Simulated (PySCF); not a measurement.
**Solvent effects on NMR parameters**

Atom-mapped SMILES (the numbers label the heavy atoms): `[F:1][C:2]([F:3])=[C:4]([F:5])[c:6]1[cH:7][cH:8][cH:9][cH:10][cH:11]1` (H(Xn): hydrogen on atom n).

GIAO PBE0/pcSseg-1 in PySCF on one PBE0-D3(BJ)/def2-SVP conformer, non-relativistic, equivalent nuclei averaged. Solvents enter as an IEF-PCM continuum (benzene with ε = 2.3, tetrahydrofuran with ε = 7.4) around the gas-phase geometry. Shifts are referred to CFCl3, TMS computed in the same medium.

Gas phase, δ in ppm: F1 -98.2, F3 -113.6, F5 -197.9, C2 163.8, C4 134.9, C8/C10 134.3, C9 133.4, C6 132.7, C7/C11 128.3, H(C7)/H(C11) 7.69, H(C8)/H(C10) 7.56, H(C9) 7.42. Dipole moment 1.74 D.

(1) How does each δ change in the continuum?

(2) Which of the listed nuclei move most (in ppm), and what does the model miss?

Answers

(1) 
```json
{"atoms": "F1", "environment": "vinylic fluorine", "Δδ, benzene": "+0.4", "Δδ, tetrahydrofuran": "+0.9"}
{"atoms": "F3", "environment": "vinylic fluorine", "Δδ, benzene": "+2.2", "Δδ, tetrahydrofuran": "+4.1"}
{"atoms": "F5", "environment": "vinylic fluorine", "Δδ, benzene": "-0.5", "Δδ, tetrahydrofuran": "-0.6"}
{"atoms": "C2", "environment": "fully substituted alkene carbon", "Δδ, benzene": "+0.6", "Δδ, tetrahydrofuran": "+1.1"}
{"atoms": "C4", "environment": "fully substituted alkene carbon", "Δδ, benzene": "+0.5", "Δδ, tetrahydrofuran": "+1.0"}
{"atoms": "C8/C10", "environment": "aromatic CH", "Δδ, benzene": "+0.8", "Δδ, tetrahydrofuran": "+1.4"}
{"atoms": "C9", "environment": "aromatic CH", "Δδ, benzene": "+0.9", "Δδ, tetrahydrofuran": "+1.7"}
{"atoms": "C6", "environment": "substituted aromatic carbon", "Δδ, benzene": "+0.3", "Δδ, tetrahydrofuran": "+0.5"}
{"atoms": "C7/C11", "environment": "aromatic CH", "Δδ, benzene": "+0.4", "Δδ, tetrahydrofuran": "+0.9"}
{"atoms": "H(C7)/H(C11)", "environment": "hydrogen on an aromatic CH", "Δδ, benzene": "+0.06", "Δδ, tetrahydrofuran": "+0.11"}
{"atoms": "H(C8)/H(C10)", "environment": "hydrogen on an aromatic CH", "Δδ, benzene": "+0.11", "Δδ, tetrahydrofuran": "+0.20"}
{"atoms": "H(C9)", "environment": "hydrogen on an aromatic CH", "Δδ, benzene": "+0.12", "Δδ, tetrahydrofuran": "+0.22"}
```

Changes are relative to the gas phase. The dipole moment becomes 1.92 D in benzene, 2.06 D in tetrahydrofuran.

(2) F3 (vinylic fluorine, +4.1 ppm) in tetrahydrofuran. A continuum only polarises the solute; specific hydrogen bonds, the anisotropy of aromatic solvents and changes of geometry or conformer are outside it.
